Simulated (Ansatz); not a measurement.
Molecule: methoxyboronic acid, CH5BO3, charge 0, multiplicity 1. 
Geometry from a B3LYP-D3(BJ)/def2-TZVP (Ansatz, a first-principles code) optimisation:
```
O
B 1 1.3631
O 2 1.3697 1 120.59
H 3 0.9619 2 112.38 1 180.00
O 2 1.3725 1 119.71 3 180.00
H 5 0.9621 2 112.39 1 0.00
C 1 1.4244 2 120.74 3 0.00
H 7 1.0886 1 107.35 2 180.00
H 7 1.0915 8 109.39 1 -120.52
H 7 1.0915 8 109.39 9 -118.96
```
Charge 0, spin multiplicity 1.

Total electronic energies in hartree. Cores are frozen in the correlated levels unless marked. Spin-orbit coupling is left out. No relativistic terms. CBS marks a two-point X^-3 extrapolation of the correlation energy; Hartree-Fock from the larger set. [CCSD(T)-MP2]/basis is that difference in the basis named.

```json
[
 {"level": "HF/cc-pVQZ", "program": "Ansatz", "energy (Eh)": "-290.35440"},
 {"level": "RI-HF/aug-cc-pVTZ", "program": "Ansatz", "energy (Eh)": "-290.33620"},
 {"level": "r2SCAN-D3(BJ)/def2-TZVPD", "program": "Ansatz + dftd3", "energy (Eh)": "-291.76711"},
 {"level": "PBE0-D3(BJ)/def2-TZVP", "program": "Ansatz + dftd3", "energy (Eh)": "-291.59436"},
 {"level": "PBE0/def2-QZVPP", "program": "Ansatz", "energy (Eh)": "-291.61061"},
 {"level": "BHLYP/def2-TZVPD", "program": "Ansatz", "energy (Eh)": "-291.77396"},
 {"level": "r2SCAN0-D4/def2-TZVPD", "program": "Ansatz + dftd4", "energy (Eh)": "-291.72946"},
 {"level": "CAM-B3LYP/def2-TZVPD", "program": "Ansatz", "energy (Eh)": "-291.81374"},
 {"level": "B2GP-PLYP-D3(BJ)/def2-TZVPD", "program": "Ansatz + dftd3", "energy (Eh)": "-291.66150"},
 {"level": "RPA@PBE/cc-pVTZ", "program": "Ansatz", "energy (Eh)": "-291.81642"},
 {"level": "MP2/6-31G", "program": "Ansatz", "energy (Eh)": "-290.58233"},
 {"level": "MP2/cc-pVTZ", "program": "Ansatz", "energy (Eh)": "-291.31869"},
 {"level": "MP2/aug-cc-pVQZ", "program": "Ansatz", "energy (Eh)": "-291.42600"},
 {"level": "RI-MP2/cc-pVTZ", "program": "Ansatz", "energy (Eh)": "-291.31843"},
 {"level": "CCSD/aug-cc-pVTZ", "program": "Ansatz", "energy (Eh)": "-291.36066"},
 {"level": "CCSD/aug-cc-pVQZ", "program": "Ansatz", "energy (Eh)": "-291.43566"},
 {"level": "CCSD/CBS(cc-pVTZ,cc-pVQZ)", "program": "Ansatz", "energy (Eh)": "-291.4755"},
 {"level": "CCSD(T)/cc-pwCVTZ", "program": "Ansatz", "energy (Eh)": "-291.39539"},
 {"level": "RI-MP2/CBS(cc-pVTZ,cc-pVQZ)+[CCSD(T)-MP2]/cc-pVDZ", "program": "Ansatz", "energy (Eh)": "-291.5226"},
 {"level": "RI-MP2/CBS(cc-pVTZ,cc-pVQZ)+[CCSD(T)-MP2]/cc-pVTZ", "program": "Ansatz", "energy (Eh)": "-291.5277"},
 {"level": "RI-MP2/CBS(aug-cc-pVTZ,aug-cc-pVQZ)+[CCSD(T)-MP2]/aug-cc-pVQZ", "program": "Ansatz", "energy (Eh)": "-291.5246"},
 {"level": "CCSD(T)/CBS(aug-cc-pVTZ,aug-cc-pVQZ)", "program": "Ansatz", "energy (Eh)": "-291.5204"},
 {"level": "CCSD(T)/CBS(cc-pVTZ,cc-pVQZ)", "program": "Ansatz", "energy (Eh)": "-291.5198"}
]
```

Totals of different functionals don't rank their quality; only differences between species are comparable.
